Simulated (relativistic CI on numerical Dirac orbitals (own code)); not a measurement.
**What each ingredient does to the levels of Nb¹¹⁺**

Base calculation: Dirac-Coulomb-Breit CI, orbitals from a KLI potential per configuration, model QED (radiative potential, 1s self-energy scaled to tabulated hydrogen-like ionisation energies), unscaled Slater integrals.

Configurations in the expansion (outside the closed core [Ar]): 3d¹⁰4s², 3d¹⁰4s4p, 3d¹⁰4p², 3d¹⁰4s4d, 3d¹⁰4d², 3d¹⁰4s4f, 3d¹⁰4p4d, 3d¹⁰4f², 3d¹⁰4p5s, 3d¹⁰4p4f, 3d¹⁰4s5s, 3d¹⁰4s5p, 3d¹⁰4d5s, 3d¹⁰4d4f, 3d¹⁰4s5d, 3d¹⁰4s6s, 3d¹⁰4s5f, 3d¹⁰4s5g, 3d¹⁰4s6p, 3d¹⁰5s², 3d¹⁰4f5s, 3d¹⁰4s6d, 3d¹⁰4s6f, 3d¹⁰4s7s, 3d⁹4s²4p, 3d⁹4s²4d. Double excitations out of closed p, d and f shells are left out; levels of such configurations are missing from the list, as are those of other unlisted configurations, and high levels can miss mixing partners. These lack a partner that the ground configuration has and come out too high: 3d⁹4s²4p, 3d⁹4s²4d.

Variants: (1) configuration mixing switched off. Shifts of the energy above 3d¹⁰4s² ¹S0, in cm⁻¹, for the lowest level and the first level of each name with at least 55 % of one term (blank where a level changes its place among those of its configuration and J or its character, or is not in the variant):

```
        Level    Base    Δ(1)
  3d¹⁰4s² ¹S0       0       0
3d¹⁰4s4p ³P°0  182750   -9879
3d¹⁰4s4p ³P°1  189559   -9669
3d¹⁰4s4p ³P°2  208087   -9796
3d¹⁰4s4p ¹P°1  275432    +960
  3d¹⁰4p² ³P0  432120   -9754
  3d¹⁰4p² ³P1  446992   -9446
  3d¹⁰4p² ¹D2  447711        
  3d¹⁰4p² ³P2  471439        
  3d¹⁰4p² ¹S0  520505   -9890
 3d¹⁰4s4d ³D1  578291   -9383
 3d¹⁰4s4d ³D2  579787   -9397
 3d¹⁰4s4d ³D3  582206   -9325
 3d¹⁰4s4d ¹D2  629839  -23784
```

At this charge energies of transitions that change n are usually good to better than 1 %, and those within a shell (Δn = 0) to a few per cent.

Ionisation energy from the two ground configurations alone: base 243.656 eV. The NIST ASD value (semi-empirical) is 246.1 eV.

LS names give the leading component of a level, which can be under half, so a name can repeat, a term be missing and a line seem to break the LS rules.
